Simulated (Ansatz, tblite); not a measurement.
Removing and adding an electron: (LiSH)3 ring (Li3H3S3). The state is a singlet with charge 0. Geometry: r2SCAN-D4/def2-SVP. Ansatz, gas phase; energy differences of separate SCF runs; the oxidised species was run as a doublet alone; the reduced species was run as a doublet alone.

Cartesian coordinates in Å:
```
Li -1.1447 -1.0017 -1.2541
S -2.0881 1.1066 -1.0103
Li -0.5911 1.7778 0.6351
S 1.2793 1.1941 1.8841
Li 1.4388 -0.9360 0.9723
S 0.5457 -2.4328 -0.5602
H -1.4766 1.6997 -2.0616
H 2.2077 1.7920 1.1020
H -0.1711 -3.1997 0.2927
```

The xTB rows come from tblite.

Q: Estimate orbital energies and vertical ionisation energies and electron affinities at: GFN1-xTB; GFN2-xTB; PBE-D4/def2-TZVPD; r2SCAN-D4/def2-TZVPD; PBE0-D4/def2-TZVP; PBE0-D4/def2-TZVPD.

A: 
```json
{"level": "GFN1-xTB", "−HOMO (eV)": "10.14", "vertical IE (eV)": "12.65", "−LUMO (eV)": "6.53", "vertical EA (eV)": "4.48", "HOMO–LUMO gap (eV)": "3.61", "IE − EA (eV)": "8.17", "remarks": "–"}
{"level": "GFN2-xTB", "−HOMO (eV)": "9.86", "vertical IE (eV)": "12.24", "−LUMO (eV)": "6.10", "vertical EA (eV)": "3.48", "HOMO–LUMO gap (eV)": "3.77", "IE − EA (eV)": "8.76", "remarks": "–"}
{"level": "PBE-D4/def2-TZVPD", "−HOMO (eV)": "5.81", "vertical IE (eV)": "–", "−LUMO (eV)": "1.36", "vertical EA (eV)": "0.12", "HOMO–LUMO gap (eV)": "4.45", "IE − EA (eV)": "–", "remarks": "HOMO above zero (-1 doublet)"}
{"level": "r2SCAN-D4/def2-TZVPD", "−HOMO (eV)": "6.04", "vertical IE (eV)": "–", "−LUMO (eV)": "0.83", "vertical EA (eV)": "-0.05", "HOMO–LUMO gap (eV)": "5.20", "IE − EA (eV)": "–", "remarks": "HOMO above zero (-1 doublet)"}
{"level": "PBE0-D4/def2-TZVP", "−HOMO (eV)": "6.99", "vertical IE (eV)": "8.71", "−LUMO (eV)": "0.75", "vertical EA (eV)": "–", "HOMO–LUMO gap (eV)": "6.24", "IE − EA (eV)": "–", "remarks": "–"}
{"level": "PBE0-D4/def2-TZVPD", "−HOMO (eV)": "6.98", "vertical IE (eV)": "–", "−LUMO (eV)": "0.80", "vertical EA (eV)": "-0.03", "HOMO–LUMO gap (eV)": "6.19", "IE − EA (eV)": "–", "remarks": "HOMO above zero (-1 doublet)"}
```

Run but left out: PBE-D4/def2-TZVP, r2SCAN-D4/def2-TZVP (charge +1 doublet: an occupied level 0.13 to 0.14 eV above an empty one).   A HOMO above zero means that the electron is unbound at that level or that self-interaction error raises the level; the energy of removing that electron tells which. Raw xTB energy differences between charge states are shifted by several eV; the methods need an empirical correction for them. A negative affinity means that the extra electron isn't bound; its size then hangs on the basis.
